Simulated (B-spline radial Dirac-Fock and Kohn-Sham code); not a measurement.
# Relativistic shifts of the levels of Pd¹⁵⁺

System: Pd¹⁵⁺, configuration [Ar] 3d10 4s2 4p1.

Both columns are ΔSCF binding energies of the configuration average from a radial B-spline solver: non-relativistic Hartree-Fock with a point nucleus, and Dirac-Fock with a finite nucleus and the Coulomb interaction alone, averaged over the two j levels with weights 2j+1.

| shell | Hartree-Fock (eV) | Dirac-Fock (eV) | shift (eV) | shift (%) |
| --- | --- | --- | --- | --- |
| 1s | 24090.8 | 24817.7 | +726.92 | +3.02 |
| 2s | 3829.8 | 4005.8 | +176.04 | +4.60 |
| 2p | 3571.0 | 3620.9 | +49.96 | +1.40 |
| 3s | 1007.1 | 1044.0 | +36.91 | +3.67 |
| 3p | 901.9 | 913.4 | +11.46 | +1.27 |
| 3d | 712.1 | 707.7 | -4.43 | -0.62 |
| 4s | 393.1 | 402.3 | +9.25 | +2.35 |
| 4p | 361.4 | 364.4 | +3.01 | +0.83 |

Relativity binds 1s, 2s, 2p, 3s, 3p, 4s, 4p more strongly, among those listed most of all 2s in relative terms, and 3d more weakly, because the contracted s and p shells screen the nucleus better.

Values without a named source are computed, but for edge energies of neutral atoms, which are taken from tables.
